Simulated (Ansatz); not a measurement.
Molecule: CH$_{3}$BFS, net charge 0, doublet state. It need not be the lowest isomer of its formula. 
Structure (B3LYP-D3(BJ)/def2-TZVP (Ansatz, a quantum-chemistry and plane-wave program) minimum search):
```xyz
7

C     -1.9048    -0.0693     0.3445
S     -0.3509     0.4543    -0.4678
B      0.8628    -0.4902     0.4372
F      2.1529    -0.4363     0.1959
H     -2.0518    -1.1388     0.2249
H     -1.8882     0.1952     1.3979
H     -2.7074     0.4687    -0.1554
```
Charge 0, spin multiplicity 2.

Atomisation energy built up term by term with Ansatz (kcal/mol; UHF references for open shells; valence terms freeze the core; atomic spin-orbit terms are left out). Basis-set limits of correlation are two-point, X^-3; Hartree-Fock from the larger set.

```csv
term,basis,kcal/mol
Hartree-Fock,cc-pV(Q+d)Z,…
CCSD correlation,"CBS(cc-pV(T+d)Z,cc-pV(Q+d)Z)",…
(T),"CBS(cc-pV(T+d)Z,cc-pV(Q+d)Z)",11.68
core correlation,cc-pwCVTZ,2.60
scalar relativity (X2C),cc-pVTZ-DK against cc-pVTZ,-0.81
sum: De,,…
```

**Question.** What belongs in the gaps?

**Answer.** 
- Hartree-Fock, kcal/mol: 462.08
- CCSD correlation, kcal/mol: 140.77
- sum: De, kcal/mol: 616.3
